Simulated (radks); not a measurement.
The numbers below are computed, except where a source is named.
Spherical quantum dot in the effective-mass picture: electrons in a hard-walled sphere of radius 1.69, all in effective atomic units (hartree* = m*/eps^2 hartree, bohr* = eps/m* bohr), one dielectric constant everywhere. Level of theory: non-relativistic Kohn-Sham, LDA (Slater exchange, Perdew-Wang correlation), spin-polarised, spherical densities (a radial shooting solver with Libxc functionals). Levels are named by radial order and angular momentum (1s, 1p, 1d, 2s, ...), and open shells are averaged over m. Results are scaled to m* = 0.137 and eps = 13.9, for which hartree* = 19.29 meV and bohr* = 5.369 nm.

N = 12, configuration 1s2 1p6 1d(up 4, down 0). This is the lowest configuration that the search found. Occupied and some empty levels:

level    occupation  eigenvalue (meV)  <r> (nm)
1s up             1            218.56     5.197
1s down           1            221.68     5.164
1p up             3            244.69     5.761
1p down           3            248.18     5.750
1d up             4            282.61     6.133
1d down           0            286.27     6.129
2s up             0            320.55     4.307
2s down           0            322.50     4.319
1f up             0            330.80     6.406
1f down           0            334.52     6.406
2p up             0            385.55     4.823
2p down           0            387.86     4.821

Energy (meV): total 1939.61, kinetic 955.82, external 0, Hartree 1167.6, exchange-correlation -183.78.
